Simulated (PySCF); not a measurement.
C2F3, SMILES C(=[C]F)(F)F (connectivity only; charge and spin as stated), charge +1, multiplicity 1. Coordinates come from a B3LYP-D3(BJ)/def2-SVP optimisation. The spin state was assumed, not searched. The isomer is the one that the SMILES or the coordinates give; other isomers of the formula were not compared.

Level of theory: B3LYP-D3(BJ)/def2-SVP (PySCF).

Harmonic wavenumbers (cm⁻¹): 161, 298, 483, 488, 615, 841, 1403, 1520, 1739. Rotational constants (GHz): 10.70, 3.767, 2.879; symmetry number 1.

Problem. Work out the zero-point energy and the ideal-gas rigid-rotor harmonic-oscillator thermochemistry at 298.15 K and 1 atm.

Solution. ZPE = ½ Σ hcν = ½ × 7548 cm⁻¹ = 10.79 kcal/mol. H − E(el) = 14.26 kcal/mol. Entropy in cal/(mol K): translation 39.09, rotation 25.43, vibration 5.99, total 70.51. G − E(el) = -6.76 kcal/mol. Cp = 15.87 cal/(mol K).
